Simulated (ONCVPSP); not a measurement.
# Cl (Z = 17): excitation energies, all-electron against ONCV

```json
{
 "Element": "Cl (Z = 17)",
 "Generator": "ONCVPSP 4.0.1",
 "Type": "optimised norm-conserving Vanderbilt (ONCV)",
 "Functional": "PBE",
 "Relativity": "scalar-relativistic",
 "Frozen core": "[Ne]",
 "Valence charge": "7",
 "Reference configuration": "3s1 3p6",
 "Partial waves": "3s: rc 1.20 bohr, ncon 3, nbas 7, qcut 4.3 1/bohr, 2 projectors, debl 3.2 Ha; 3p: rc 1.55 bohr, ncon 5, nbas 8, qcut 5.6 1/bohr, 2 projectors, debl 1.5 Ha; d scattering state at 0.18 Ha: rc 1.65 bohr, ncon 4, nbas 7, qcut 5.3 1/bohr, 2 projectors, debl 2.1 Ha",
 "Local potential": "polynomial inside 0.75 bohr (lpopt 4, dvloc0 0 Ha)",
 "Core correction": "polynomial model core, fcfact 0.6"
}
```

Energies are relative to the spin-unpolarised reference configuration 3s1 3p6; without spin polarisation the order of configurations can differ from experiment.

(1) Give the all-electron excitation energy and the error of the potential for: 3s2 3p5; 3s2 3p4; 3s2 3p3; 3s1 3p5.

Levels in the configuration 3s2 3p4:

| level | all-electron (eV) | pseudo (eV) |
| --- | --- | --- |
| 3s | -32.094 | -32.080 |
| 3p | -19.426 | -19.419 |

## Answers

(1)

```
valence configuration  charge  ΔE all-electron (eV)  error AE − PS (meV)
              3s2 3p5       0               -12.153                 -5.6
              3s2 3p4      +1                 1.722                 -4.6
              3s2 3p3      +2                27.169                 +8.9
              3s1 3p5      +1                14.431                 +0.4
```
